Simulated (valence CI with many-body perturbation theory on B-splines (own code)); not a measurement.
**E1 line list for Mo²⁸⁺**

Calculated by relativistic CI+MBPT: four valence electrons over a frozen Dirac-Fock core [Ne], radial functions for each j: 11 s, 11 p, 10 d, 8 f, 5 g, 2 h, with the one-electron correlation potential Σ1 (screened to all orders), the two-electron term Σ2, the three-electron term Σ3, Breit, model QED; selected single and double excitations, second order for the rest, scaled by the run's own slope (own B-spline code, finite nucleus).

The last digits are not significant, and no measured levels were compared; by estimate large intervals hold to a few tenths of a per cent, small ones and those within an open d or f shell to about a per cent. Among the levels kept, up to 710 cm⁻¹ of a level comes from second order outside the variational space, and about a tenth of that is noise between levels of different J, which matters for small intervals.

Lines 51 to 100 of 545 in falling wavelength, among levels below 2987100 cm⁻¹, chosen from the strongest by gf and those to the six lowest levels. Wavelengths and rates use the calculated energies. Electric multipoles are in the length gauge with retardation, E1 and E2 with the static RPA response of the core. Weak lines are less certain than strong ones. Lines between different terms over intervals too small for the method are left out, as are lines whose strength nearly cancels. Where a level lies close to another of its J and parity, the split of strength between their lines is uncertain. The highest levels of a list are the least certain.

Names give the largest LS component (configuration and term), which can be under half, so a name can repeat, a term be missing and a line seem to break the LS rules; names also repeat where a configuration has a term twice. Letters in brackets count levels of one name in rising energy.

| λ vac (nm) | Upper | Lower | A (s⁻¹) | S (a.u.) |
| --- | --- | --- | --- | --- |
| 13.28 | 3s 3p2 3d 3G_5 | 3s2 3p 3d 3F°_4 | 2.40e+10 | 3.05e-01 |
| 13.24 | 3s 3p2 3d 3F_2 [b] | 3s2 3p 3d 3F°_2 | 7.89e+09 | 4.52e-02 |
| 13.17 | 3s 3p3 3P°_2 | 3s2 3p2 3P_2 | 3.89e+09 | 2.19e-02 |
| 13.07 | 3s 3p 3d2 5D°_4 [b] | 3s 3p2 3d 3D_3 [c] | 5.33e+09 | 5.28e-02 |
| 13.07 | 3s 3p 3d2 3F°_2 [a] | 3s 3p2 3d 3D_2 [a] | 7.69e+09 | 4.23e-02 |
| 13.03 | 3s 3p2 3d 3F_3 [a] | 3s2 3p 3d 3P°_2 [a] | 7.03e+09 | 5.37e-02 |
| 13.02 | 3p3 3d 5D°_4 | 3s 3p2 3d 5D_4 | 1.20e+10 | 1.18e-01 |
| 12.99 | 3p3 3d 3D°_2 [a] | 3p4 3P_1 [a] | 1.00e+10 | 5.43e-02 |
| 12.78 | 3s 3p2 3d 1D_2 [b] | 3s2 3p 3d 1P°_1 | 1.19e+10 | 6.14e-02 |
| 12.78 | 3s2 3p 3d 1D°_2 | 3s2 3p2 1D_2 | 5.30e+09 | 2.73e-02 |
| 12.72 | 3p3 3d 1D°_2 [a] | 3s 3p2 3d 3G_3 | 8.55e+09 | 4.35e-02 |
| 12.66 | 3p3 3d 5D°_1 | 3s 3p2 3d 5D_2 | 1.79e+10 | 5.38e-02 |
| 12.60 | 3s 3p 3d2 3G°_4 | 3s 3p2 3d 3D_3 [c] | 1.26e+10 | 1.12e-01 |
| 12.59 | 3s2 3p 3d 3D°_1 | 3s2 3p2 3P_2 | 1.49e+08 | 4.41e-04 |
| 12.58 | 3p3 3d 1G°_4 | 3s 3p2 3d 3F_4 [a] | 6.86e+09 | 6.07e-02 |
| 12.57 | 3p3 3d 1G°_4 | 3s 3p2 3d 3G_3 | 9.44e+09 | 8.33e-02 |
| 12.51 | 3p3 3d 3D°_2 [b] | 3s 3p2 3d 3D_1 [b] | 9.76e+09 | 4.72e-02 |
| 12.51 | 3p3 3d 5D°_4 | 3s 3p2 3d 5F_4 | 9.06e+09 | 7.87e-02 |
| 12.42 | 3p3 3d 3P°_2 [b] | 3s 3p2 3d 3D_2 [d] | 1.20e+10 | 5.68e-02 |
| 12.42 | 3s2 3p 3d 3P°_2 [a] | 3s2 3p2 3P_2 | 9.61e+09 | 4.54e-02 |
| 12.39 | 3p3 3d 3F°_3 [c] | 3s 3p2 3d 3D_2 [c] | 1.96e+10 | 1.29e-01 |
| 12.36 | 3p3 3d 3F°_3 [c] | 3s 3p2 3d 3F_3 [b] | 6.98e+09 | 4.56e-02 |
| 12.32 | 3s 3p 3d2 5G°_5 | 3s 3p2 3d 3F_4 [a] | 4.78e+09 | 4.85e-02 |
| 12.29 | 3s 3p2 3d 3F_3 [a] | 3s 3p3 3P°_2 | 1.07e+10 | 6.89e-02 |
| 12.28 | 3s 3p 3d2 5D°_3 [a] | 3s 3p2 3d 3F_4 [a] | 6.18e+09 | 3.96e-02 |
| 12.22 | 3s2 3p 3d 1D°_2 | 3s2 3p2 3P_1 | 1.23e+08 | 5.53e-04 |
| 12.20 | 3s 3p2 3d 3G_4 | 3s2 3p 3d 3F°_3 | 4.21e+10 | 3.40e-01 |
| 12.20 | 3s 3p3 3D°_1 | 3s2 3p2 3P_0 | 1.80e+10 | 4.83e-02 |
| 12.17 | 3s 3p2 3d 3G_3 | 3s2 3p 3d 3F°_2 | 1.59e+10 | 9.90e-02 |
| 12.17 | 3s 3p3 3P°_1 | 3s2 3p2 1D_2 | 3.89e+08 | 1.04e-03 |
| 12.16 | 3p3 3d 3G°_3 [a] | 3s 3p2 3d 3F_2 [a] | 1.43e+10 | 8.89e-02 |
| 12.16 | 3s 3p 3d2 5G°_4 | 3s 3p2 3d 5D_3 | 4.85e+09 | 3.87e-02 |
| 12.13 | 3s 3p2 3d 3D_3 [e] | 3s2 3p 3d 3P°_2 [b] | 9.59e+09 | 5.92e-02 |
| 12.11 | 3p3 3d 3F°_3 [b] | 3s 3p2 3d 3G_4 | 8.74e+09 | 5.36e-02 |
| 12.09 | 3p3 3d 1D°_2 [c] | 3s2 3d2 1D_2 | 3.60e+10 | 1.57e-01 |
| 12.08 | 3s2 3d2 1D_2 | 3s2 3p 3d 3D°_3 | 1.07e+10 | 4.66e-02 |
| 12.08 | 3s 3p3 1P°_1 | 3s2 3p2 1S_0 | 5.25e+09 | 1.37e-02 |
| 12.05 | 3s 3p2 3d 3D_3 [b] | 3s2 3p 3d 3P°_2 [a] | 1.63e+10 | 9.86e-02 |
| 11.97 | 3p3 3d 3F°_4 | 3s 3p2 3d 5F_5 | 5.47e+09 | 4.17e-02 |
| 11.94 | 3s 3p3 3P°_0 | 3s2 3p2 3P_1 | 2.30e+10 | 1.93e-02 |
| 11.93 | 3p3 3d 3D°_3 | 3s 3p2 3d 3D_3 [a] | 1.61e+10 | 9.46e-02 |
| 11.91 | 3p3 3d 3F°_3 [a] | 3s 3p2 3d 5F_3 [a] | 8.18e+09 | 4.77e-02 |
| 11.90 | 3p3 3d 1D°_2 [c] | 3s 3p2 3d 3S_1 | 1.49e+10 | 6.19e-02 |
| 11.90 | 3s 3p 3d2 5F°_5 | 3s 3p2 3d 3G_5 | 6.01e+09 | 5.49e-02 |
| 11.85 | 3s 3p2 3d 3F_2 [b] | 3s2 3p 3d 1D°_2 | 9.92e+09 | 4.08e-02 |
| 11.84 | 3s 3p 3d2 3G°_3 [b] | 3s 3p2 3d 3D_2 [c] | 8.16e+09 | 4.67e-02 |
| 11.83 | 3s 3p 3d2 5D°_3 [c] | 3s 3p2 3d 3F_2 [c] | 1.01e+10 | 5.77e-02 |
| 11.83 | 3s 3p2 3d 3F_2 [c] | 3s2 3p 3d 3D°_1 | 3.70e+10 | 1.51e-01 |
| 11.82 | 3s 3p2 3d 3F_3 [b] | 3s2 3p 3d 3P°_2 [a] | 2.32e+10 | 1.32e-01 |
| 11.80 | 3s 3p 3d2 3H°_4 | 3s 3p2 3d 3F_3 [a] | 5.27e+09 | 3.85e-02 |
